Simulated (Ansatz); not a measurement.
Ansatz (a quantum-chemistry and plane-wave program) input (HF/3-21G): The .json file is the Basis Set Exchange's 3-21G.

Ansatz 0.2 input:
```yaml
crystal:
  periodic: [false, false, false]
  atoms:
    - {symbol: C, position_ang: [0.05376400, -0.05495500, 0.69375600]}
    - {symbol: F, position_ang: [0.56897200, 0.96305000, -0.20189900]}
    - {symbol: F, position_ang: [-0.60481500, -0.92641400, -0.26060500]}
basis:
  gaussian:
    orbitals: 3-21G.json
hamiltonian:
  xc: {name: HF}
total_charge: -1
magnetization: {spin_polarized: true, initial_magnetization: 1}
relax: {f_tol: 0.003, max_steps: 120}
```

Output:

```
Functional definition: HF
integrals: 0.00 GiB planned
334 factors; integrals over basis functions are off by at most 3.4e-5 eV
mean field: 0.06 GiB planned
mean field evaluation 1: about -6403.3619 eV, gradient 1.3e1 eV
mean field evaluation 2: about -6403.3650 eV, gradient 1.3e1 eV
mean field evaluation 4: about -6404.1978 eV, gradient 1.7e0 eV
mean field evaluation 8: about -6404.2306 eV, gradient 2.4e-4 eV
mean field -6404.23037533 eV, -235.3511253500 hartree, gradient 1.2e-5 eV, S^2 0.757834; 0 other end points of the search recorded, 0 dependent functions left out
the calculation of the forces begins
reference -6404.23037533 eV, -235.3511253500 hartree; 13, 12 occupied and 14, 15 virtual orbitals, 334 factors
relax step   1: F+E_penalty+E_count = -6404.23037533 eV  Δ(F+E_penalty+E_count) = +0.000e0 eV  max|allowed force component| = 7.914e-1 eV/Å  Δτ_max = 0.0000 Å  (35 SCF iters, accepted)
these checks for a lower state are left out or cut short: starts, cluster_reference, orbital_swaps, neighbouring_geometries, increment
integrals: 0.00 GiB planned
334 factors; integrals over basis functions are off by at most 3.3e-5 eV
mean field: 0.06 GiB planned
mean field evaluation 16: about -6404.2385 eV, gradient 1.8e-5 eV
mean field -6404.23849876 eV, -235.3514238805 hartree, gradient 2.0e-5 eV, S^2 0.757835; 0 other end points of the search recorded, 0 dependent functions left out
the calculation of the forces begins
reference -6404.23849876 eV, -235.3514238805 hartree; 13, 12 occupied and 14, 15 virtual orbitals, 334 factors
relax step   2: F+E_penalty+E_count = -6404.23849876 eV  Δ(F+E_penalty+E_count) = -8.123e-3 eV  max|allowed force component| = 2.642e-1 eV/Å  Δτ_max = 0.0115 Å  (27 SCF iters, accepted)
these checks for a lower state are left out or cut short: starts, cluster_reference, orbital_swaps, neighbouring_geometries, increment
integrals: 0.00 GiB planned
334 factors; integrals over basis functions are off by at most 3.2e-5 eV
mean field: 0.06 GiB planned
mean field -6404.24074999 eV, -235.3515066118 hartree, gradient 2.9e-5 eV, S^2 0.757884; 0 other end points of the search recorded, 0 dependent functions left out
the calculation of the forces begins
reference -6404.24074999 eV, -235.3515066118 hartree; 13, 12 occupied and 14, 15 virtual orbitals, 334 factors
relax step   3: F+E_penalty+E_count = -6404.24074999 eV  Δ(F+E_penalty+E_count) = -2.251e-3 eV  max|allowed force component| = 1.660e-2 eV/Å  Δτ_max = 0.0072 Å  (27 SCF iters, accepted)
these checks for a lower state are left out or cut short: starts, cluster_reference, orbital_swaps, neighbouring_geometries, increment
integrals: 0.00 GiB planned
334 factors; integrals over basis functions are off by at most 3.2e-5 eV
mean field: 0.06 GiB planned
mean field -6404.24076570 eV, -235.3515071890 hartree, gradient 1.8e-5 eV, S^2 0.757889; 0 other end points of the search recorded, 0 dependent functions left out
the calculation of the forces begins
reference -6404.24076570 eV, -235.3515071890 hartree; 13, 12 occupied and 14, 15 virtual orbitals, 334 factors
relax step   4: F+E_penalty+E_count = -6404.24076570 eV  Δ(F+E_penalty+E_count) = -1.571e-5 eV  max|allowed force component| = 6.957e-4 eV/Å  Δτ_max = 0.0008 Å  (27 SCF iters, accepted)
integrals: 0.00 GiB planned
334 factors; integrals over basis functions are off by at most 3.2e-5 eV
mean field: 0.06 GiB planned
mean field evaluation 32: about -6404.2408 eV, gradient 1.8e-5 eV
mean field -6404.24076570 eV, -235.3515071890 hartree, gradient 1.8e-5 eV, S^2 0.757889; 1 other end points of the search recorded, 0 dependent functions left out
the calculation of the forces begins
reference -6404.24076570 eV, -235.3515071890 hartree; 13, 12 occupied and 14, 15 virtual orbitals, 334 factors
Total energy: -6404.24076570 eV, -235.3515071890 hartree
Atom 0 at     0.054868    -0.056083     0.707995 Å, force     0.000054    -0.000055     0.000696 eV/Å
Atom 1 at     0.571599     0.968731    -0.208860 Å, force     0.000011     0.000088    -0.000346 eV/Å
Atom 2 at    -0.608546    -0.930967    -0.267884 Å, force    -0.000064    -0.000033    -0.000350 eV/Å
Dipole moment:    -0.021155     0.021624    -0.272980 e Å
```

The dipole moment of an ion depends on the origin.

The geometry given is a B3LYP-D3(BJ)/def2-TZVP minimum.
